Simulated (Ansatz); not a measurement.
**Redistribution: C3H7Br + CH3F → C3H7F + CH3Br**

Species: C3H7Br (2-bromopropane) `CC(C)Br`, singlet; CH3F (fluoromethane) `CF`, singlet; C3H7F (2-fluoropropane) `CC(C)F`, singlet; CH3Br (bromomethane) `CBr`, singlet. The partners trade Br for F; both sit on C, so the bond types are kept.

Shapes, held fixed at every level: PBE0-D4/def2-TZVP. Programs: Ansatz 0.2.0. The zero-point and thermal change to 298 K, harmonic and unscaled (PBE0-D4/def2-TZVP), is -1.4 kJ/mol.

**The experiment to reproduce.** Tabulated heats of formation (Active Thermochemical Tables, CRC Handbook of Chemistry and Physics): C3H7Br -99.4 (CRC); CH3F -236.6 (ATcT); C3H7F -293.5 (CRC); CH3Br -36.4 (ATcT) kJ/mol, which give ΔH(298 K) = +6.1 kJ/mol.

```
               level                    kind  ΔH (kJ/mol)  computed − measured  CPU time (all species)
   PBE-D4/def2-TZVPP                     GGA        -18.2                -24.3                    20 s
r2SCAN-D4/def2-TZVPP                meta-GGA        -20.6                -26.7                    39 s
 B3LYP-D4/def2-TZVPP           global hybrid        -18.0                -24.1                    32 s
  wB97M-V/def2-TZVPP  range-separated hybrid        -20.7                -26.8                    83 s
  wB97X-V/def2-TZVPP  range-separated hybrid        -21.1                -27.2                    59 s
        MP2/def2-SVP     perturbation theory        -13.3                -19.4                       –
    CCSD(T)/def2-SVP   coupled cluster or CI        -16.6                -22.7                    40 s
  CCSD(T)/def2-TZVPP   coupled cluster or CI        -16.2                -22.3                  15 min
```

Nearest: MP2/def2-SVP (-19.4); farthest: wB97X-V/def2-TZVPP (-27.2). 0 of 8 levels lie within 10 kJ/mol. The heats of C3H7Br come from older tables and can be uncertain by 10 kJ/mol or more. The tabulated value of C3H7F is in doubt (older tables, estimates, or at odds with other calculations) and kept here. Relativity is left out for Br. Outer-core shells of Br are correlated in most correlated rows, in sets that cover them unevenly. Times are processor times on shared x86 and Arm servers, and rough.
